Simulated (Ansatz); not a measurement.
Isolated molecules relaxed with PBE0-D4/def2-TZVP in Ansatz; ΔE leaves out vibrations. CBS: MP2 limit from def2 TZ/QZ plus the TZ coupled-cluster correction, frozen cores. Functionals use def2-TZVPP. B3LYP here is the variant with VWN-RPA as its local correlation; programs differ in this. HSE06 is defined as in plane-wave codes. For Se outer-core shells are correlated without core-valence functions, which leaves a few kJ/mol of doubt a bond. Scalar relativity is left out up to krypton. Each species was taken in one conformer, which may not be the lowest.

`CCN(C)[Si](Cl)(OC)OC` + `C[SeH]` → `CO[Si](Cl)(OC)[Se]C` + ethylmethylamine  (ligand exchange at the Si–N bond)

`CCN(C)[Si](Cl)(OC)OC`:

Z-matrix (Å, degrees):
```
C
C 1 1.521
H 1 1.092 2 111.9
H 1 1.093 2 110.7 3 120.5
H 1 1.093 2 110.4 3 -119.7
N 2 1.453 1 114.5 3 -59.9
H 2 1.098 1 109.7 3 61.6
H 2 1.091 1 109.6 3 178.4
Si 6 1.691 2 122.9 1 -91.0
C 6 1.447 2 115.1 1 71.4
Cl 9 2.060 6 114.5 2 91.7
O 9 1.629 6 111.2 2 -152.7
O 9 1.625 6 106.3 2 -28.2
H 10 1.097 6 110.2 2 56.7
H 10 1.097 6 113.0 2 -64.1
H 10 1.092 6 110.3 2 175.7
C 12 1.413 9 122.3 6 58.2
C 13 1.410 9 125.6 6 168.4
H 17 1.095 12 111.5 9 -55.1
H 17 1.095 12 111.2 9 66.1
H 17 1.091 12 108.0 9 -174.7
H 18 1.094 13 111.3 9 61.4
H 18 1.091 13 108.0 9 -179.3
H 18 1.094 13 111.1 9 -59.8
```

`C[SeH]`:

Z-matrix (Å, degrees):
```
C
Se 1 1.949
H 1 1.088 2 110.6
H 1 1.087 2 110.6 3 -123.3
H 1 1.089 2 106.0 3 118.4
H 2 1.468 1 95.4 3 61.7
```

`CO[Si](Cl)(OC)[Se]C`:

```xyz
17

C     1.004    1.772    0.448
O     0.074    1.115   -0.391
Si   -0.455   -0.404   -0.137
Cl   -1.707   -0.720   -1.728
O    -1.249   -0.592    1.264
C    -2.476    0.021    1.608
Se    1.216   -1.901   -0.037
C     1.951   -1.470   -1.802
H     0.542    2.057    1.398
H     1.870    1.135    0.659
H     1.340    2.674   -0.065
H    -2.725   -0.279    2.626
H    -3.275   -0.301    0.935
H    -2.399    1.112    1.568
H     1.227   -1.717   -2.575
H     2.842   -2.085   -1.918
H     2.221   -0.417   -1.854
```

`CCNC`:

```xyz
13

C    -1.356   -0.722   -1.051
C    -0.070   -0.035   -0.647
N    -0.018    0.179    0.783
C     1.221    0.779    1.224
H    -2.221   -0.137   -0.732
H    -1.405   -0.854   -2.134
H    -1.432   -1.714   -0.595
H    -0.006    0.946   -1.133
H     0.796   -0.616   -1.016
H    -0.163   -0.702    1.260
H     1.227    0.863    2.312
H     2.123    0.224    0.914
H     1.303    1.790    0.815
```

Q: Is it downhill or uphill in electronic energy at CCSD(T)/CBS, and by how much? (Estimate.)

A: The calculation gave: Uphill: ΔE = +1.3 kcal/mol.

Q: What do these levels give: PBE-D4, r2SCAN-D4, PBE0-D4, BLYP, B3LYP, r2SCANh, HSE06, BHLYP, CAM-B3LYP, LC-ωPBE, HF/def2-QZVPP, SCS-MP2/def2-QZVPP? (Estimate.)

A: Ansatz gave: PBE-D4 -0.5, r2SCAN-D4 1.3, PBE0-D4 0.4, BLYP -0.4, B3LYP 0.7, r2SCANh 0.8, HSE06 -0.7, BHLYP 2.1, CAM-B3LYP 2.5, LC-ωPBE 1.1, HF/def2-QZVPP 2.6, SCS-MP2/def2-QZVPP 1.5 kcal/mol.

Largest T1 diagnostic among the species: 0.010.

From PBE to PBE0 (25 % exact exchange), in def2-TZVPP and without D4, ΔE moves by +1.0 kcal/mol. Leaving LDA and LC-ωPBE aside and taking each functional with its dispersion term where it has one, the values, not all of them listed here, spread over 4.1 kcal/mol, from PBE-D4 to CAM-B3LYP-D4. LDA lies +3.7 kcal/mol from PBE without D4. At CCSD(T), def2-SVP lies +3.2 kcal/mol from the extrapolated value and def2-TZVPP +1.7 kcal/mol.
